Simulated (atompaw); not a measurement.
**What one change does to a pseudopotential (iodine (I), PAW (atompaw))**

```
Element                 : I
Generator               : atompaw 4.2.0.5
Type                    : PAW
Functional              : PBE
Relativity              : scalar-relativistic
Frozen core             : [Ar] 3d10
Valence charge          : 25
Reference configuration : 4s2 4p6 4d10 5s2 5p5
Partial waves           : 4s (bound): rc 1.35 bohr; 5s (bound): rc 1.30 bohr; 4p (bound): rc 1.50 bohr; 5p (bound): rc 1.50 bohr; 4d (bound): rc 0.95 bohr; 4d channel at 0.25 Ry: rc 1.50 bohr
Local potential         : bessel scheme, radius 1.25 bohr
Core correction         : smooth core density matched at 1.45 bohr
Augmentation charge     : sinc compensation charge, radius 1.45 bohr; PAW radius 1.50 bohr; waves and projectors: custom rrkj gramschmidtortho
```

All-electron outer shells of the reference configuration (PBE, scalar-relativistic, ld1.x):

| shell | level (eV) | outermost node (bohr) | outermost maximum (bohr) |
| --- | --- | --- | --- |
| 3p | -859.35 | 0.13 | 0.28 |
| 3d | -605.97 | – | 0.23 |
| 4s | -180.60 | 0.37 | 0.68 |
| 4p | -127.57 | 0.37 | 0.72 |
| 4d | -50.28 | 0.35 | 0.78 |
| 5s | -17.41 | 0.88 | 1.70 |
| 5p | -7.09 | 0.96 | 2.02 |

Change: wave 4d channel at 0.25 Ry: rc 1.50 bohr becomes 4d channel at -3.46 Ry: rc 1.50 bohr.

Cutoffs: the cutoffs (Ry, on a coarse ladder) from which the occupation-weighted sum of valence levels, in a spherical-Bessel basis at the reference potential, stays within 10 and 1 mRy of its value at 400 Ry; they do not see the model core or the augmentation charge, which bear on the density cutoff.

Question: What does the change do?

Answer: The potential gets neither clearly harder nor softer (160 Ry and 300 Ry → 140 Ry and 300 Ry); the s channel sets the loose cutoff, while the largest relative change is in d, which becomes softer; the range in which the d phases agree narrows (upper end 4.4 → -0.1); neither file shows a bound ghost.

| quantity | base | changed |
| --- | --- | --- |
| cutoff, loose | 160 Ry | 140 Ry |
| cutoff, tight | 300 Ry | 300 Ry |
| loose cutoff by channel (10 mRy a level) | s 50 Ry, p 35 Ry, d 110 Ry | s 50 Ry, p 35 Ry, d 50 Ry |
| bound ghosts | none | none |
| s: phases at 1.50 bohr within 0.05 rad from the reference energy up to (Ry; the scan ends near 5) | to the end of the scan | to the end of the scan |
| p: phases at 1.50 bohr within 0.05 rad from the reference energy up to (Ry; the scan ends near 5) | to the end of the scan | to the end of the scan |
| d: phases at 1.50 bohr within 0.05 rad from the reference energy up to (Ry; the scan ends near 5) | 4.4 | -0.1 |
| lowest overlap eigenvalue by channel | s 0.05, p 0.74, d 0.01 | s 0.05, p 0.74, d 0.00 |

 The cutoffs see the waves, projectors and local potential, not the compensation charge or the core.
